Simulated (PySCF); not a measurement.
Computed IR spectrum (relative IR intensity) of a molecule C2H14Si4. Geometry optimised at PBE0-D3(BJ)/def2-SVP. The values are those of a single conformer. Computed with PBE0-D3(BJ)/def2-SVP (PySCF). Frequencies are harmonic and unscaled.

Lines under 2 % of the strongest are left out, and lines within 2 cm⁻¹ are merged.

```tsv
ν (cm⁻¹)	relative intensity
346	3.2
606	3.1
649	27
687	8.0
709	11
757	100
765	4.6
780	39
805	37
833	21
850	20
919	19
923	61
936	36
938	46
944	39
949	25
1018	4.1
1072	9.9
1076	43
1373	5.2
2197	34
2202	22
2212	30
2222	53
2226	14
2229	97
2232	54
```

Task: Identify the compound among the candidates.
(A) C[SiH2]C[SiH]([SiH3])[SiH3]
(B) C[SiH2][SiH2]C([SiH3])[SiH3]
(C) CC[SiH2][SiH2][SiH2][SiH3]
(D) [SiH3]C[SiH2][SiH2]C[SiH3]

Result: D, [SiH3]C[SiH2][SiH2]C[SiH3]
